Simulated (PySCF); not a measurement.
## Bonding in `C=C[B-](C=C)(C=C)C=C`

C8H12B (charge -1).
Atom-mapped SMILES: `[CH2:1]=[CH:2][B-:3]([CH:4]=[CH2:5])([CH:6]=[CH2:7])[CH:8]=[CH2:9]` (hydrogens: H10, H11 on C1; H12 on C2; H13 on C4; H14, H15 on C5; H16 on C6; H17, H18 on C7; H19 on C8; H20, H21 on C9)

Structure used (PBE0-D3(BJ)/def2-SVP), in Å, numbered top down from 1:
```xyz
21
C8H12B angstrom
C      1.4713   -1.4955   -1.9236
C      1.2932   -0.9923   -0.6934
B      0.0996   -0.0144   -0.1607
C      0.7762    1.1413    0.7612
C      0.5179    2.4566    0.7667
C     -0.8887   -0.9471    0.7369
C     -1.2915   -0.7628    2.0023
C     -0.6961    0.6381   -1.4129
C     -2.0171    0.6814   -1.6376
H      0.7786   -1.2509   -2.7399
H      2.2986   -2.1732   -2.1810
H      2.0385   -1.3060    0.0606
H      1.5391    0.8033    1.4867
H      1.0217    3.1665    1.4392
H     -0.2322    2.8838    0.0880
H     -1.2753   -1.8519    0.2354
H     -0.9668    0.1155    2.5760
H     -1.9670   -1.4582    2.5220
H     -0.0685    1.1288   -2.1782
H     -2.7251    0.2312   -0.9291
H     -2.4594    1.1675   -2.5196
```

Bond orders from the PBE0/pcSseg-1 density (PySCF). One conformer (not necessarily the lowest) at the PBE0-D3(BJ)/def2-SVP geometry, without solvent, vibrations or thermal averaging. The pcSseg-1 basis has no diffuse functions, a weakness for an anion.

Problem. Where do the orders between heavy atoms depart from those drawn in the SMILES?

Solution. The largest departure is 0.265, at C2–B3 (drawn single, 0.735). Drawn single, order below 0.88: C2–B3 (0.735), B3–C4 (0.742), B3–C6 (0.771) and B3–C8 (0.748). The SMILES, with its formal charges, is one Lewis structure only.

Problem. Give the Mayer order of every bond, beside its length.

Solution. 
```tsv
bond	drawn as	length (Å)	Mayer order
C1–C2	double	1.341	2.014
C2–B3	single	1.632	0.735
B3–C4	single	1.626	0.742
C4–C5	double	1.340	2.017
B3–C6	single	1.629	0.771
C6–C7	double	1.341	2.006
B3–C8	single	1.621	0.748
C8–C9	double	1.341	2.010
C1–H10	single	1.098	0.946
C1–H11	single	1.100	0.952
C2–H12	single	1.106	0.956
C4–H13	single	1.106	0.953
C5–H14	single	1.100	0.953
C5–H15	single	1.098	0.947
C6–H16	single	1.104	0.951
C7–H17	single	1.098	0.947
C7–H18	single	1.100	0.952
C8–H19	single	1.105	0.950
C9–H20	single	1.098	0.949
C9–H21	single	1.100	0.953
```

By pair of heavy elements: C–C: all 4 within 0.02 of one another (2.006 to 2.017). B–C: lowest C2–B3 (0.735, 1.632 Å), highest B3–C6 (0.771, 1.629 Å); in 1 of the 6 pairs the longer bond (by over 0.003 Å) has the higher order (by 0.02 or more).

Problem. Sum the orders of all bonds at each heavy atom with more than one neighbour and set the sums beside the valence in the SMILES.

Solution. C1 3.912 (drawn 4), C2 3.705 (drawn 4), B3 2.996 (drawn 4), C4 3.712 (drawn 4), C5 3.917 (drawn 4), C6 3.728 (drawn 4), C7 3.905 (drawn 4), C8 3.708 (drawn 4), C9 3.912 (drawn 4). Orders between atoms that aren't bonded are not in these sums.

For a closed shell the Mayer order of atoms A and B is Σ (PS)μν (PS)νμ over the basis functions μ on A and ν on B, with P the density and S the overlap matrix.

The run behind these numbers computed NMR shieldings as well. Hardware: one thread of an Arm Neoverse V1, no GPU, shared host. Cost: 40 s.
